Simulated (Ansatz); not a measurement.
`[O]1[SiH2][SnH2]1`, relaxed with RKS PBE0-D4/def2-TZVP in the Gaussian-basis code of Ansatz from a PBE-D4/def2-SVP geometry. The force threshold is 0.005 eV/Å; the program also tests the step.

Total charge 0; spin multiplicity 1. Sn: def2 effective core potential.

Start:

```xyz
7

O    -0.690    0.951   -0.523
Si    0.932    0.804   -0.253
Sn   -0.606   -1.064    0.411
H     1.586    1.636    0.817
H     1.867    0.613   -1.417
H    -1.701   -0.889    1.749
H    -1.388   -2.052   -0.785
```

```csv
step,energy (eV),largest force (eV/Å),largest move (Å)
1,-15816.8776,1.104,0.000
2,-15816.9479,0.422,0.062
3,-15816.9570,0.066,0.031
4,-15816.9578,0.047,0.011
5,-15816.9579,0.015,0.004
6,-15816.9579,0.003,0.002
```

End:

```xyz
7

O    -0.661    0.927   -0.507
Si    0.928    0.775   -0.240
Sn   -0.633   -1.013    0.386
H     1.564    1.624    0.800
H     1.839    0.615   -1.402
H    -1.675   -0.889    1.735
H    -1.362   -2.038   -0.771
```

It took 64 s on 2 threads of an AMD EPYC on a shared host, with 0.32 GiB of host memory at the peak.
